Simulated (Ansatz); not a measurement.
Reaction (formal exchange of groups at the Se–Si bond): `[SeH][SiH]1BC1` + `[SiH3]Cl` → `Cl[SiH2][SeH]` + `B1C[SiH2]1`

Gas-phase electronic energies from Ansatz, PBE0-D4/def2-TZVP geometries. CCSD(T)/CBS adds triple-zeta CCSD(T) − MP2 to the extrapolated MP2 energy (def2 sets, frozen cores). This one scheme is used for every species. Functionals use def2-TZVPP. B3LYP here is the variant with VWN-RPA as its local correlation; programs differ in this. HSE06 is defined as in plane-wave codes. For Se outer-core shells are correlated without core-valence functions, which leaves a few kJ/mol of doubt a bond. Scalar relativity is left out up to krypton. Each species was taken in one conformer, which may not be the lowest.

Problem. Is it downhill or uphill in electronic energy at CCSD(T)/CBS, and by how much? (An estimate is asked.)

Solution. Computed: Uphill: ΔE = +13.4 kJ/mol.

Problem. What do these levels give: BLYP-D4, B3LYP-D4, HSE06-D4, PBE0, r2SCANh, BHLYP, HF/def2-TZVPP, MP2/def2-TZVPP, SCS-MP2/def2-TZVPP, MP2/def2-QZVPP, MP2/CBS(def2), CCSD/CBS(def2)? (Estimate.)

Solution. The calculation gave: BLYP-D4 17.2, B3LYP-D4 14.9, HSE06-D4 14.3, PBE0 14.1, r2SCANh 14.6, BHLYP 12.4, HF/def2-TZVPP 8.9, MP2/def2-TZVPP 17.6, SCS-MP2/def2-TZVPP 16.7, MP2/def2-QZVPP 16.0, MP2/CBS(def2) 15.0, CCSD/CBS(def2) 11.1 kJ/mol.

Largest T1 diagnostic among the species: 0.014.

Leaving LDA and LC-ωPBE aside and taking each functional with its dispersion term where it has one, the values, not all of them listed here, spread over 6.5 kJ/mol, from ωB97X-V to BLYP-D4. From BLYP to BHLYP (50 % exact exchange), in def2-TZVPP and without D4, ΔE moves by −5.9 kJ/mol. In def2-TZVPP, CCSD(T) changes the Hartree–Fock value by +7.2 kJ/mol (the triples alone add +2.3 kJ/mol) and MP2 by +8.8 kJ/mol.
